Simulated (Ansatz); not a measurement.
## Ligand exchange: C2H8N2 + GaH2(OH) → C2H7NO + GaH2(NH2)

Species: C2H8N2 (ethylenediamine) `NCCN`, singlet; GaH2(OH), singlet; C2H7NO (ethanolamine) `NCCO`, singlet; GaH2(NH2), singlet. The partners trade NH2 for OH: C–NH2 and Ga–OH bonds give way to C–OH and Ga–NH2.

Shapes, held fixed at every level: PBE0-D4/def2-TZVP. Flexible molecules stand in one conformer, not always the lowest. Programs: Ansatz 0.2.0. The zero-point and thermal change to 298 K, harmonic and unscaled (PBE0-D4/def2-TZVP), is -1.0 kJ/mol.

| level | kind | ΔH(298 K) (kJ/mol) | less CCSD(T)/def2-TZVPP |
| --- | --- | --- | --- |
| HF/def2-TZVPP | Hartree–Fock | +18.8 | -2.8 |
| PBE-D4/def2-TZVPP | GGA | +22.3 | +0.7 |
| BHLYP-D4/def2-TZVPP | global hybrid | +19.3 | -2.3 |
| wB97M-V/def2-TZVPP | range-separated hybrid | +20.5 | -1.1 |
| B2PLYP/def2-TZVPP | double hybrid | +21.8 | +0.2 |
| CCSD(T)/def2-SVP | coupled cluster or CI | +19.4 | -2.2 |
| CCSD/def2-TZVPP | coupled cluster or CI | +20.9 | -0.7 |
| CCSD(T)/def2-TZVPP | coupled cluster or CI | +21.6 | 0.0 |

The highest level, CCSD(T)/def2-TZVPP, gives ΔH(298 K) = +21.6 kJ/mol; the levels span +18.8 to +22.3. The column of differences is taken from that level and isn't an error. No measured value is set beside it here. Relativity is left out for Ga unless named. Correlated rows may include outer-core shells of Ga, which these sets cover unevenly.
